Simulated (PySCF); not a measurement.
Ge(H)2(Cl)(vinyl) (C2H5ClGe), SMILES C=[CH][GeH2][Cl].

The structure is a stationary point at r2SCAN-D4/def2-SVP. The structure was generated by enumeration, and PubChem lists no compound with its InChIKey, so it may never have been made. The values are those of a single conformer.

Level of theory: TDA-PBE/def2-SVPD in PySCF 2.14.0.

Vertical excitations. Gas-phase values at a fixed geometry. State labels are in the subgroup Cs.

```csv
state,symmetry,energy (eV),λ (nm),f,main pairs
S1,A',5.71,217,0.014,"HOMO−2→LUMO 82 %, HOMO→LUMO 17 %"
S2,A",5.77,215,0.001,HOMO−1→LUMO 98 %
S3,A",5.89,211,0.004,HOMO→LUMO+1 97 %
S4,A',6.34,195,0.025,HOMO−1→LUMO+1 98 %
S5,A",6.36,195,0.013,HOMO−2→LUMO+1 96 %
S6,A",6.68,186,0.002,HOMO−3→LUMO 96 %
S7,A",6.85,181,0.000,HOMO→LUMO+2 96 %
S8,A',7.09,175,0.030,"HOMO−3→LUMO+1 75 %, HOMO−1→LUMO+2 12 %"
S9,A',7.13,174,0.007,"HOMO−1→LUMO+2 86 %, HOMO−3→LUMO+1 13 %"
S10,A",7.13,174,0.003,HOMO−2→LUMO+2 97 %
T1,A',4.36,285,0,HOMO→LUMO 88 %
T2,A",5.55,223,0,HOMO−1→LUMO 96 %
T3,A',5.64,220,0,HOMO−2→LUMO 89 %
T4,A",5.74,216,0,HOMO→LUMO+1 92 %
```
Triplets are in the Tamm–Dancoff approximation.
